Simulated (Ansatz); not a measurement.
Reaction (isomerisation): `C[NH][GeH]([Cl])[O]C` → `C[O][Ge]([CH3])([NH2])[Cl]`

Computed with Ansatz on PBE0-D4/def2-TZVP structures; ΔE is electronic, products minus reactants. CBS: MP2 limit from def2 TZ/QZ plus the TZ coupled-cluster correction, frozen cores. For Ge outer-core shells are correlated without core-valence functions, which leaves a few kJ/mol of doubt a bond. Scalar relativity is left out up to krypton. Each species was taken in one conformer, which may not be the lowest.

`C[NH][GeH]([Cl])[O]C`:

```xyz
14

C    -1.154    1.917    0.595
N    -0.785    0.724   -0.142
Ge    0.934    0.303   -0.541
Cl    2.021    0.562    1.303
O     0.961   -1.380   -1.052
C     0.478   -2.388   -0.186
H    -1.143    2.837   -0.003
H    -2.156    1.800    1.018
H    -0.466    2.054    1.431
H    -1.427    0.507   -0.891
H     1.679    1.072   -1.637
H     1.167   -2.557    0.648
H     0.400   -3.310   -0.765
H    -0.508   -2.142    0.222
```

`C[O][Ge]([CH3])([NH2])[Cl]`:

Cartesian coordinates in Å:
```
C 1.301 -1.604 -0.829
O 0.376 -0.599 -1.177
Ge -0.111 0.621 -0.001
C -1.093 -0.070 1.511
N -1.069 1.784 -1.006
Cl 1.734 1.479 0.790
H 1.487 -2.207 -1.721
H 2.253 -1.184 -0.488
H 0.912 -2.267 -0.046
H -1.997 -0.568 1.159
H -1.366 0.748 2.178
H -0.474 -0.777 2.063
H -1.323 2.643 -0.540
H -0.630 2.002 -1.891
```

```tsv
species	CCSD(T)/def2-TZVPP energy (Eh)
`C[NH][GeH]([Cl])[O]C`	-2746.08275
`C[O][Ge]([CH3])([NH2])[Cl]`	-2746.11722
```

Task: Work out ΔE.

Result: ΔE = (-2746.11722) − (-2746.08275) = -0.03447 Eh = -90.5 kJ/mol. CCSD(T)/CBS gives -91.4 kJ/mol.

Largest T1 diagnostic among the species: 0.011.

In def2-TZVPP, CCSD(T) changes the Hartree–Fock value by −8.0 kJ/mol (the triples alone add −0.7 kJ/mol) and MP2 by −12.7 kJ/mol.
